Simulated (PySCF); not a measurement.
## Assignment exercise: C2H9N2PSi

Bonds (- single, = double, # triple, : aromatic): C1=N2 1.247 Å, N2-Si3 1.750 Å, Si3-C4 1.900 Å, Si3-N5 1.728 Å, Si3-P6 2.265 Å. C1 carries H7, H8; C4 carries H9, H10, H11; N5 carries H12, H13; P6 carries H14, H15. Stereochemistry as in C=N[Si@](C)(N)P. H7 is cis to Si3; H8 is trans to Si3.

Computed data (PySCF): GFN2-xTB geometry, GIAO PBE0/pcSseg-1 shieldings. No solvent model, equivalent nuclei averaged, non-relativistic, one conformer.

Shifts are taken against calculated references (same method and geometry level): TMS for $^{13}$C (σref 186.93) and $^{1}$H (σref 31.72).

**Question.** Assign these signals to the numbered atoms. $^{13}$C{$^{1}$H} NMR (computed): δ 169.7 (CH2), 4.2 (CH3).

**Answer.** 
```tsv
δ (ppm)	atoms	environment	reason
169.7	C1	C=N carbon	–
4.2	C4	methyl carbon bonded to Si	an electropositive neighbour leaves it electron-rich and shielded
```

**Question.** Assign these signals to the numbered atoms. $^{1}$H NMR (300 MHz, computed): δ 8.40 (m, 1H), 8.39 (m, 1H), 0.85 (br s, 2H), 0.80 (m, 2H), 0.39 (m, 3H).

**Answer.** 
| δ (ppm) | atoms | environment | reason |
| --- | --- | --- | --- |
| 8.40 | H7 | hydrogen on a C=N carbon | – |
| 8.39 | H8 | hydrogen on a C=N carbon | – |
| 0.85 | H12/H13 | hydrogen on a nitrogen bonded to Si | exchangeable, gas-phase position |
| 0.80 | H14/H15 | hydrogen on a phosphorus bonded to Si | – |
| 0.39 | H9/H10/H11 | hydrogen on a methyl carbon bonded to Si | an electropositive neighbour shields it, as in TMS itself |

H7 and H8; H12/H13 and H14/H15 lie closer than the usual error of such a calculation, so a measured spectrum could show them in the other order.

Exchangeable OH/NH protons stand at their gas-phase positions; hydrogen bonding in a real sample shifts them, mostly to higher δ. Splittings by $^{31}$P in the carbon and heteronuclear signals aren't shown, as no couplings were computed. Shifts are as computed. Against solution values, carbons near 30 ppm lie about +3 ppm off and those near 130 ppm about +5 ppm. Of 1309 compounds with measured shifts, 239 miss one by over three times the rms of a fit or turn the order of signals round; such compounds aren't used in these exercises. Multiplicities follow the n + 1 count of equivalent neighbours, as no J values were calculated; m marks all less simple cases, F and P coupling included.
